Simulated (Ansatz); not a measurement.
One geometry of (LiBr)3 ring (Li3Br3), several levels of theory.

```yaml
crystal:
  periodic: [false, false, false]
  atoms:
    - {symbol: Li, position_ang: [1.568265, 1.208569, 0.085679]}
    - {symbol: Br, position_ang: [-0.032970, 2.038893, 1.563954]}
    - {symbol: Li, position_ang: [-1.593652, 0.363754, 1.120327]}
    - {symbol: Br, position_ang: [-2.033620, -1.567216, -0.111110]}
    - {symbol: Li, position_ang: [0.025419, -1.572270, -1.206000]}
    - {symbol: Br, position_ang: [2.066559, -0.471720, -1.452841]}
basis:
  gaussian: {orbitals: def2-TZVP, initial_orbitals: start.molden}
hamiltonian: {xc: pbe}
correlation: {method: rpa}
scf: {omitted_lower_state_checks: [starts]}
```

The file start.molden holds the orbitals of an earlier run on this structure, at another level or in another basis.

```sh
$ ansatz run in.yaml --threads 4 --pin off --events-out ev --progress --plain --max-ram 3916MiB
```

It prints (some lines left out):

```
Functional definition: PBE
1422 factors; integrals over basis functions are off by at most 8.4e-4 eV
mean field evaluation 1: about -210728.9952 eV, gradient 1.5e1 eV
mean field evaluation 2: about -210729.0989 eV, gradient 1.4e-1 eV
mean field evaluation 4: about -210729.1026 eV, gradient 1.7e-4 eV
mean field -210729.10263700 eV, -7744.1516845938 hartree, gradient 3.3e-6 eV, S^2 0.000000; 0 other end points of the search recorded, 0 dependent functions left out
27 core orbitals not correlated: weight in the atoms' cores, before any rotation towards them, 1.000 or more for the frozen orbitals, at most 0.000 for the correlated occupied ones
reference -210614.43599676 eV, -7739.9377632888 hartree; 30, 30 occupied and 129, 129 virtual orbitals, 1422 factors
Total energy: -210654.13739762 eV, -7741.3967628597 hartree
Checks for a lower state left out: starts
```

Hardware: 4 threads of Arm Neoverse V1 on a shared host. Wall time 4.6 s.

As the first input, with `hamiltonian: {xc: {name: wB97M-V}}`, `output: {orbitals: {seedname: orbitals}}` and without the key `correlation` (abridged; 13 s):

```
Functional definition: wB97M-V
mean field -210750.63009269 eV, -7744.9428039987 hartree, gradient 1.4e-5 eV, S^2 0.000000
Total energy: -210750.63014502 eV, -7744.9428059218 hartree
Checks for a lower state left out: starts
```

First input, but with `correlation: {method: mp2}`, `output: {orbitals: {seedname: orbitals}}` and without the key `hamiltonian` (abridged; 3 s):

```
Functional definition: HF
mean field -210615.69767959 eV, -7739.9841292778 hartree, gradient 8.2e-6 eV, S^2 0.000000
27 core orbitals not correlated: weight in the atoms' cores, before any rotation towards them, 1.000 or more for the frozen orbitals, at most 0.000 for the correlated occupied ones
second order -25.76642830 eV of doubles, -0.00000000 eV of singles
Total energy: -210641.46410789 eV, -7740.9310280525 hartree
Checks for a lower state left out: starts
```

As the first input, with `hamiltonian: {xc: pbe0, dispersion: d4}`, `output: {forces: true, orbitals: {seedname: orbitals}}` and without the key `correlation` (abridged; 6 s):

```
Functional definition: PBE0
mean field -210736.96048567 eV, -7744.4404552060 hartree, gradient 7.4e-6 eV, S^2 0.000000
Total energy: -210737.09485669 eV, -7744.4453932499 hartree
Atom 0 force     0.007344     0.005608     0.000366 eV/Å
Atom 1 force     0.000049    -0.000498    -0.000412 eV/Å
Atom 2 force    -0.007511     0.001654     0.005245 eV/Å
Atom 3 force     0.000558     0.000378    -0.000015 eV/Å
Atom 4 force     0.000076    -0.007273    -0.005555 eV/Å
Atom 5 force    -0.000516     0.000131     0.000372 eV/Å
Dipole moment:     0.000042     0.000068     0.000011 e Å
Checks for a lower state left out: starts
```

Geometry: B3LYP-D4/def2-SVP.

Correlated methods freeze 27 core orbitals; core or outer-core shells of Li, Br are correlated, in sets that lack core-valence functions.
